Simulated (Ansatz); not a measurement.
System: HgBr, charge 1, singlet. HgBr+ (SMILES [Br][Hg+]).
B3LYP-D3(BJ)/def2-TZVP minimum from Ansatz (a first-principles code):
```xyz
2

Hg     0.0000     0.0000    -0.7335
Br     0.0000     0.0000     1.6766
```
Charge +1, spin multiplicity 1.

Total energies in def2-SVP, 18 correlated electrons, 18 frozen orbitals. Radicals and triplets start from unrestricted determinants; spin-orbit coupling is neglected. Correlated methods leave the cores frozen (noble-gas shells, and filled d and f shells in the p block). Past Kr the def2 sets carry scalar-relativistic core potentials. Spin-orbit terms, left out, reach several kcal/mol for Br and I, and more for heavier atoms. The T1 diagnostic of BrHg+ ([Br][Hg+], singlet) reaches 0.027 in the sets run. The spin of BrHg+ ([Br][Hg+], singlet) was assumed, and the state is the lowest solution found for it.

```tsv
method	program	energy (Eh)	minus CCSDT(Q) (mEh)
HF	Ansatz	-2724.33279	392.74
MP2	Ansatz	-2724.71560	9.94
CCSD	Ansatz	-2724.71560	9.93
CCSD(T)	Ansatz	-2724.72450	1.03
CCSDT(Q)	Ansatz	-2724.72553	0.00
```

Rough core times of Ansatz's runs on a shared machine: CCSD(T) under 20 s, CCSDT(Q) 60 s.
